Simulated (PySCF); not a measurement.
SMILES C(C)(N([SiH3])[CH]C)C, doublet, GFN2-xTB optimised geometry.

```
21

C      0.35     1.94    -1.80
C      0.98     0.97    -0.88
N      0.24     0.21     0.00
Si    -1.49     0.21     0.00
C      1.01    -0.72     0.82
C      0.88    -0.39     2.30
C      0.62    -2.18     0.54
H      0.00     2.85    -1.30
H      1.07     2.24    -2.56
H     -0.51     1.50    -2.30
H      2.04     1.04    -0.69
H     -2.06    -0.51    -1.16
H     -1.94    -0.48     1.21
H     -1.96     1.59     0.00
H      2.06    -0.60     0.54
H      1.56    -1.02     2.88
H     -0.13    -0.57     2.65
H      1.14     0.65     2.47
H      0.69    -2.38    -0.53
H     -0.39    -2.37     0.87
H      1.30    -2.85     1.06
```

Density from unrestricted CAM-B3LYP/def2-SVP (PySCF 2.14.0) at that geometry.

Minimum of the electron density along straight lines between bonded atoms, close to the bond critical point (lines longer than 1.1 times the sum of covalent radii, or with two minima, are not listed):

```csv
bond,length / Å,ρ at the minimum / e bohr⁻³,∇²ρ there / e bohr⁻⁵,position (fraction from the first atom)
C1–C2,1.479,0.265,-0.63,0.50
C2–N3,1.379,0.300,-0.70,0.35
N3–Si4,1.736,0.121,0.69,0.60
N3–C5,1.456,0.265,-0.75,0.62
C5–C6,1.529,0.249,-0.59,0.50
C5–C7,1.528,0.249,-0.59,0.50
C1–H8,1.098,0.269,-0.96,0.63
C1–H9,1.089,0.276,-1.02,0.63
C1–H10,1.091,0.273,-0.99,0.62
C2–H11,1.077,0.283,-1.05,0.63
Si4–H12,1.476,0.116,0.31,0.49
Si4–H13,1.462,0.118,0.34,0.49
Si4–H14,1.463,0.119,0.34,0.49
C5–H15,1.097,0.281,-1.05,0.63
C6–H16,1.088,0.276,-1.02,0.63
C6–H17,1.086,0.278,-1.03,0.63
C6–H18,1.087,0.277,-1.03,0.63
C7–H19,1.087,0.278,-1.03,0.63
C7–H20,1.086,0.278,-1.02,0.63
C7–H21,1.088,0.276,-1.02,0.63
```
